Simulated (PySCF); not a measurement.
## Correlation energy of Kr (krypton, neutral)

[Kr], closed-shell 1S. Computed with PySCF 2.14 in jorge-DZP-DKH, with scalar relativity by spin-free X2C-1e. Frozen: [Ar] 3d10; 8 electrons correlated.

MP2 pair energies summed by pair of shells (mhartree):

| pair | energy | share (%) |
| --- | --- | --- |
| 4p-4p | -31.29 | 61.1 |
| 4s-4p | -16.50 | 32.2 |
| 4s-4s | -3.42 | 6.7 |

Total MP2 correlation energy: -51.21 mhartree.

Same-spin part -12.14 and opposite-spin part -39.07 mhartree; SCS-MP2 scales them by 1/3 and 6/5 to -50.93 mhartree.

| level | correlation energy (mhartree) |
| --- | --- |
| CCSD | -57.35 |
| (T) | -0.50 |
| CCSD(T) | -57.85 |

Diagnostics: T1 = 0.00088, D1 = 0.0014, largest double amplitude 0.032.

Cost of the coupled-cluster step: 0.16 s of wall time on 1 thread of Neoverse-V1 (shared host), for 8 correlated electrons.
